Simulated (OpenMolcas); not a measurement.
Tc5+ (d2) among equal point charges was computed by CASSCF with the d shell active (OpenMolcas, ANO-RCC-VDZP on the metal). Its lowest spin-free states, and all those of the highest spin:

| 2S+1 | Degeneracy | E (cm-1) |
| --- | --- | --- |
| 3 | 1 | 0.0 |
| 3 | 2 | 3589 |
| 3 | 2 | 7465 |
| 1 | 2 | 9104 |
| 1 | 1 | 10297 |
| 3 | 2 | 13256 |
| 1 | 2 | 16555 |
| 3 | 1 | 21113 |
| 1 | 2 | 22338 |
| 1 | 2 | 26924 |
| 1 | 2 | 34400 |
| 3 | 2 | 36462 |

**Question.** Is the site octahedral, tetrahedral or cube-like, axial, or of lower symmetry?

**Answer.** The states with 2S+1 = 3 have orbital degeneracies 1, 2, 2, 2, 1, 2. There are pairs but no triples, so the site is axial: not cubic, but with a proper or improper axis of order three or more. The run had Tc5+ among 2 point charges of -1.5 e arranged as a linear pair (D∞h), 1.75 Å from the ion.

Without dynamic correlation the repulsion within the d shell is too large (B by tens of per cent), so at a given field states of lower spin stand too high. This is an electrostatic model: the charges have no orbitals. No measured value stands beside these numbers.
